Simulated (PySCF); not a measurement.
H₃N.

```xyz
4

N      0.0000     0.0000     0.1117
H      0.8165    -0.4714    -0.2605
H     -0.8165    -0.4714    -0.2605
H      0.0000     0.9428    -0.2605
```

Geometry optimised at B3LYP-D3(BJ)/def2-TZVP.

The numbers are results of HF/pcSseg-1 (PySCF), not measurements. Non-relativistic, no solvent.

### Question
Give the absolute GIAO shielding of each atom: isotropic value and principal components (ppm). (An estimate is asked for; the answer gives what the named calculation found.)

### Answer

```
atom  σ(iso)    σ11    σ22    σ33  span
----  ------  -----  -----  -----  ----
N1     267.3  232.7  284.6  284.6  51.9
H2      31.6   25.6   26.4   42.8  17.2
H3      31.6   25.6   26.4   42.8  17.2
H4      31.6   25.6   26.4   42.8  17.2
```
